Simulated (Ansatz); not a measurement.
Which is lower?

The two ends of one reaction step of GeNH5, singlet (PBE0-D4/def2-TZVP).

A:

```
7
angstrom
Ge -0.4539 0.0511 0.5247
H 0.0771 0.9716 1.6334
N 0.7041 0.2090 -0.9002
H 1.6602 -0.0293 -0.6732
H -1.8326 0.5168 0.0340
H -0.5847 -1.3842 1.0885
H 0.4298 -0.3350 -1.7072
```

B:

```
7
angstrom
Ge -0.7773 -0.3873 -0.3050
H 1.1643 1.2468 1.9576
N -0.0231 -0.3683 -1.8321
H 1.4284 1.3583 1.2675
H -1.7229 0.7638 0.0386
H -0.6490 -1.4306 0.8238
H 0.5797 -1.1827 -1.9503
```

Program: Ansatz 0.2.0. Basis: def2-TZVPP. Cores are frozen in the correlated methods. Filled d shells of the heavier atoms are correlated. The def2 sets are not built for correlating such inner shells, so the correlated values are less sure here. B3LYP uses VWN-RPA correlation.

Problem. Which structure is lower at CCSD(T), and by how much? (Judge from chemistry; the value comes from the calculation.)

Solution. Computed: A, by 55.44 kcal/mol (electronic energy, against the other). By their contacts, A is GeNH₅ ([NH2][GeH3]) and B is a complex of GeNH₃ ([NH][GeH2]) + H₂.

All methods give the same order:

```tsv
method	E(B) − E(A) (kcal/mol)
SPW92	59.60
PBE-D4	52.07
BLYP-D4	48.03
r2SCAN-D4	56.15
B97M-V	57.13
PBE0-D4	59.22
B3LYP-D4	54.65
r2SCAN0-D4	61.28
BHLYP-D4	62.41
CAM-B3LYP-D4	59.46
wB97X-V	60.56
wB97M-V	58.74
B2PLYP	54.22
PBE-QIDH	60.86
RPA on PBE	52.40
HF	67.54
MP2	54.45
CCSD	58.62
CCSD(T)	55.44
```

T1 diagnostic: at most 0.018. The restricted Hartree–Fock reference is unstable towards an unrestricted one at one or more of these structures.

Labels in which every atom is bracketed show which atoms are joined, not bond orders.

For scale, one of the runs: CCSD(T)/def2-TZVPP, 149 basis functions, launched by `ansatz run in.yaml --threads 2 --pin off --events-out ev --progress --plain --max-ram 4352MiB`. Hardware: 2 CPU threads of an Arm Neoverse V1, shared host. Wall time 22 s; peak host memory 0.94 GiB.
